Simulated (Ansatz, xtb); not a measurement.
# C6H4FN: which of two isomers lies lower

We compare X, `C#Cc1[nH]ccc1F`, a singlet, with Y, `C#Cc1c[nH]c(F)c1`, a singlet. Both are isolated molecules in the gas phase, relaxed with B3LYP/def2-SVP.

Quicker runs give these differences E(Y) − E(X): GFN2-xTB −1.26 kJ/mol; HF/STO-3G −3.55 kJ/mol (at GFN2-xTB geometries); r2SCAN-D4/def2-SVP +2.22 kJ/mol (at GFN2-xTB geometries).

Problem. Which of the two would you expect CCSD(T)/def2-SVP + ΔMP2/def2-TZVPP electronic energies to favour?

Solution. CCSD(T)/def2-SVP + ΔMP2/def2-TZVPP gives E(Y) − E(X) = −1.24 kJ/mol, slightly favouring structure Y, which is too small a margin to settle the true order.

How the difference moves with the method:

| level | geometry | E(Y) − E(X) (kJ/mol) | departure from the last row (kJ/mol) | job, with rough time for the two |
| --- | --- | --- | --- | --- |
| GFN2-xTB | GFN2-xTB | −1.26 | −0.02 | optimisation, 0.22 s |
| HF/STO-3G | GFN2-xTB | −3.55 | −2.31 | single point, 0.58 s |
| r2SCAN-D4/def2-SVP | GFN2-xTB | +2.22 | +3.46 | single point, 3.8 s |
| B3LYP/def2-SVP | B3LYP/def2-SVP | +1.93 | +3.17 | optimisation, 41 s |
| HF/def2-SVP | B3LYP/def2-SVP | −6.93 | −5.69 | part of the CCSD(T) run |
| MP2/def2-SVP | B3LYP/def2-SVP | −2.26 | −1.03 | part of the CCSD(T) run |
| CCSD(T)/def2-SVP | B3LYP/def2-SVP | −3.60 | −2.36 | single point |
| CCSD(T)/def2-SVP + ΔMP2/def2-TZVPP | B3LYP/def2-SVP | −1.24 |  | single point, 83 s |

As drawn, both hold the same kinds of bond in the same numbers.

The largest departure from CCSD(T)/def2-SVP + ΔMP2/def2-TZVPP is that of HF/def2-SVP, 5.69 kJ/mol. The last row adds to CCSD(T) the change of the MP2 difference between the two basis sets, here +2.36 kJ/mol.

With thermal terms from frequencies at re-optimised GFN2-xTB minima (ideal gas, soft modes damped towards free rotors, one conformer each, 298.15 K, 1 atm): on the last row, ΔE + ΔZPE = −1.63, ΔH = −1.58, ΔG = −1.51 kJ/mol.

The correlated steps freeze 8 core orbitals. Programs: Ansatz 0.2.0, xtb 6.7.1; the last row on 2 threads of Intel(R) Xeon(R) Platinum 8488C (Sapphire Rapids) on a shared host.
